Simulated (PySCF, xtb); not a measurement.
SZn, SMILES [S]=[Zn].

GFN2-xTB (xtb) at its own geometry gives an orbital gap of 1.08 eV and a dipole moment of 4.83 D.

Geometry: PBE0-D3(BJ)/def2-TZVP.

### Question
What does M06-2X/def2-TZVPD (PySCF) give? (The exact figures need the calculation; the answer reports its results.)

### Answer
gap 3.96 eV (levels -7.59 and -3.63 eV), dipole 5.79 D.
